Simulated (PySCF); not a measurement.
GeH3, SMILES [GeH3+], charge +1.

The structure is a stationary point at B3LYP-D3(BJ)/def2-TZVPD.

Two levels are set side by side: PBE/def2-TZVPD (PySCF) and PBE0/def2-TZVPD (PySCF). Same geometry, gas phase. Differences are taken from unrounded values.

```tsv
quantity	PBE0
orbital gap (eV)	7.22
highest occupied level (eV)	-17.27
lowest empty level (eV)	-10.05
mean polarisability (bohr³)	22.7
```

Problem. What does PBE give, and how far is it from PBE0? (An estimate is asked for; the answer gives what the named calculation found.)

Solution. 
```tsv
quantity	PBE	PBE minus PBE0
orbital gap (eV)	4.89	-2.33
highest occupied level (eV)	-15.96	1.31
lowest empty level (eV)	-11.07	-1.02
mean polarisability (bohr³)	23.1	0.4
```

Without exact exchange PBE keeps part of each electron's self-repulsion, which lifts occupied levels and narrows the gap. Differences between two approximate levels are no errors against the true value.

Rough cost on one machine, each run with all the roots and properties that it gave: PBE0 against PBE within a factor of 2.
